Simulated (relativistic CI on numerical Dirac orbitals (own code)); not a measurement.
**Crystal-field levels of Ag2+, 4d9**

Calculated by Dirac-Coulomb-Breit CI, orbitals from a KLI potential per configuration, QED by a radiative potential, one configuration in a parametric crystal field, unscaled Slater integrals (own radial code).

Field parameters in Wybourne normalisation: D4h B²₀ = −7Ds, B⁴₀ = 21(Dq − Dt), B⁴₄ = 21√(5/14) Dq. The field is a parameter set, without covalency.

S is read from ⟨S²⟩ = S(S + 1).

Levels (cm⁻¹, degeneracy): 0 (2), 4563 (2), 17821 (2), 20070 (2), 23683 (2).

(1) Which field gives this pattern?
A. D4h, 10Dq = 37050, Ds = -740, Dt = 880 cm⁻¹
B. D4h, 10Dq = 35250, Ds = 1150, Dt = -790 cm⁻¹
C. D4h, 10Dq = 18350, Ds = -1260, Dt = 90 cm⁻¹
D. D4h, 10Dq = 20550, Ds = 2410, Dt = -250 cm⁻¹

## Answers

(1) C. D4h, 10Dq = 18350, Ds = -1260, Dt = 90 cm⁻¹, ground level with S = 0.50.
